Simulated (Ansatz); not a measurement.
Reaction (ligand exchange at the Si–Cl bond): `C[SiH](F)[SiH2]Cl` + H₂S → `C[SiH](F)[SiH2]S` + HCl

Computed with Ansatz on PBE0-D4/def2-TZVP structures; ΔE is electronic, products minus reactants. CCSD(T)/CBS adds triple-zeta CCSD(T) − MP2 to the extrapolated MP2 energy (def2 sets, frozen cores). This one scheme is used for every species. Each species was taken in one conformer, which may not be the lowest.

```tsv
species	SCS-MP2/def2-TZVPP energy (Eh)
`C[SiH](F)[SiH2]Cl`	-1179.25080
H₂S	-398.90298
`C[SiH](F)[SiH2]S`	-1117.83679
HCl	-460.30218
```

Problem. Work out ΔE.

Solution. ΔE = (-1117.83679) + (-460.30218) − (-1179.25080) − (-398.90298) = 0.01481 Eh = +9.3 kcal/mol. CCSD(T)/CBS gives +8.8 kcal/mol.

Largest T1 diagnostic among the species: 0.012.

In def2-TZVPP, CCSD(T) changes the Hartree–Fock value by −3.1 kcal/mol (the triples alone add −0.5 kcal/mol) and MP2 by −3.0 kcal/mol. The D4 term adds −0.8 kcal/mol with B3LYP and −0.5 kcal/mol with PBE0; it sums over pairs of atoms, weighted by their polarisabilities, and B3LYP, whose exchange is more repulsive, gets the larger term.

B3LYP here is the variant with VWN-RPA as its local correlation; programs differ in this.
